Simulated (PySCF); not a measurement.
Simulation results for BGeH5NO, BGeH8NSi

Calculation on a computer-drawn molecule: the log of a Hartree-Fock and frozen-core CCSD(T) single point meant for a local Hartree-Fock minimum, with one planted fault or none, to be diagnosed. Offsets are logged minus clean, where the clean run is the same molecule without the fault. The reference is restricted for singlets and unrestricted otherwise, and also for a bond in bohr or an excited solution. Adding or removing an electron swaps singlet and doublet. The excited solution moves the top pair (singlet) or top alpha electron (doublet) to the lowest empty orbital. Highest occupied and lowest empty are orbital energies over both spins, largest force is the largest gradient component, triples share is (T) over the correlation energy, the T1 limit is 0.02 restricted and 0.045 unrestricted, electrons count all cores, a negative frequency is imaginary (commonest isotopes), and the dipole is about the centre of nuclear charge; on germanium a core potential holds 10 electrons, which the energies leave out, and 3d is frozen in MP2 and coupled-cluster steps. Program: PySCF 2.14.0.

Common to all runs: meant multiplicity 1; meant basis and core potential on germanium cc-pVDZ-PP ECP10MDF; logged SCF converged yes; logged CC converged yes; logged SCF stable within its kind yes; possible faults no fault, one electron removed, one electron added, multiplicity raised by two, geometry at a saddle point, SCF held on an excited solution, minimal basis STO-3G, one bond length entered in bohr, all coordinates scaled.

```yaml
- entry: 1
  formula: BGeH5NO
  logged_structure:
    atoms_angstrom:
      - ["N", 1.514, 0.2705, 0.9422]
      - [Ge, 0.8359, 1.1426, 2.3672]
      - [B, -0.6976, 2.3516, 1.3997]
      - [O, -1.5709, 3.0414, 0.8511]
      - [H, 1.3671, -0.7233, 0.9047]
      - [H, 2.4608, 0.4879, 0.6836]
      - [H, 0.0273, 0.2923, 3.3244]
      - [H, 1.7418, 2.1908, 2.9787]
      - [H, -1.9396, 3.2158, -0.0105]
  given:
    meant_charge: 1
    meant_basis: cc-pVDZ
    logged_electrons: 56
    logged_basis_functions: 90
    logged_spin_squared: 0.0
    "logged_highest_occupied [eV]": -15.512
    "logged_lowest_empty [eV]": -2.9768
    "logged_largest_force [hartree/bohr]": 1.6035e-05
    "logged_lowest_frequency [cm^-1]": 96.973
    logged_T1_diagnostic: 0.015795
    logged_D1_diagnostic: 0.044593
    logged_triples_share: 0.026492
    "logged_dipole_magnitude [debye]": 4.3763
    "logged_energy_HF [hartree]": -450.07841
    "logged_energy_CCSD(T) [hartree]": -450.64161
    drawn_bonds_atom: [1, 2, 3, 1, 1, 2, 2, 4]
    drawn_bonds_other_atom: [2, 3, 4, 5, 6, 7, 8, 9]
    drawn_bonds_order: [1, 1, 1, 1, 1, 1, 1, 1]
  results:
    planted_fault: "no fault"
    "HF_energy_offset_from_clean_run [kcal/mol]": 0.0
    "CCSD(T)_energy_offset_from_clean_run [kcal/mol]": 0.0
- entry: 2
  formula: BGeH8NSi
  logged_structure:
    atoms_angstrom:
      - ["N", 1.9863, 2.5133, 1.0069]
      - [Ge, 2.3533, 0.8753, 0.2237]
      - [B, 0.6459, -0.3206, 0.2499]
      - [Si, -1.2036, 0.3593, 0.7793]
      - [H, 1.2922, 3.0544, 0.5188]
      - [H, 2.7946, 3.1005, 1.1264]
      - [H, 3.4865, 0.2611, 1.0578]
      - [H, 2.8656, 1.0055, -1.2296]
      - [H, 0.7895, -1.4806, -0.0257]
      - [H, -1.3088, 0.2418, 2.2574]
      - [H, -1.4034, 1.7829, 0.4089]
      - [H, -2.3019, -0.4294, 0.1668]
  given:
    meant_charge: 0
    meant_basis: "cc-pV(D+d)Z"
    logged_electrons: 67
    logged_basis_functions: 114
    logged_spin_squared: 0.7621
    "logged_highest_occupied [eV]": -1.3627
    "logged_lowest_empty [eV]": 7.9682
    "logged_largest_force [hartree/bohr]": 0.041618
    logged_T1_diagnostic: 0.011748
    logged_D1_diagnostic: 0.02811
    logged_triples_share: 0.026639
    "logged_dipole_magnitude [debye]": 5.0039
    "logged_energy_HF [hartree]": -666.07689
    "logged_energy_CCSD(T) [hartree]": -666.63271
    drawn_bonds_atom: [1, 2, 3, 1, 1, 2, 2, 3, 4, 4, 4]
    drawn_bonds_other_atom: [2, 3, 4, 5, 6, 7, 8, 9, 10, 11, 12]
    drawn_bonds_order: [1, 1, 1, 1, 1, 1, 1, 1, 1, 1, 1]
  results:
    planted_fault: "one electron added"
    "HF_energy_offset_from_clean_run [kcal/mol]": -2.652
    "CCSD(T)_energy_offset_from_clean_run [kcal/mol]": -14.64
```
